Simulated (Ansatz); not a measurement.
`OC(S)O[SiH3]` + `CB([SiH3])[SiH3]` → `[SiH3]B([SiH3])[SiH3]` + `COC(O)S`  (formal exchange of groups at the Si–O bond)

Isolated molecules relaxed with PBE0-D4/def2-TZVP in Ansatz; ΔE leaves out vibrations. CBS: MP2 limit from def2 TZ/QZ plus the TZ coupled-cluster correction, frozen cores. DFT in def2-TZVPP. B3LYP here is the variant with VWN-RPA as its local correlation; programs differ in this. One conformer a species, not always the lowest.

Q: Is it downhill or uphill in electronic energy at CCSD(T)/CBS, and by how much? (Best estimate.)

A: The calculation gave: Uphill: ΔE = +177.4 kJ/mol.

Q: What do these levels give: B2PLYP, PBE0, B3LYP, HF/def2-TZVPP, HF/def2-QZVPP, SCS-MP2/def2-QZVPP? (Best estimate.)

A: Ansatz gave: B2PLYP 179.1, PBE0 165.9, B3LYP 173.7, HF/def2-TZVPP 181.9, HF/def2-QZVPP 183.2, SCS-MP2/def2-QZVPP 185.9 kJ/mol.

Largest T1 diagnostic among the species: 0.015.

From PBE to PBE0 (25 % exact exchange), in def2-TZVPP and without D4, ΔE moves by +6.7 kJ/mol.
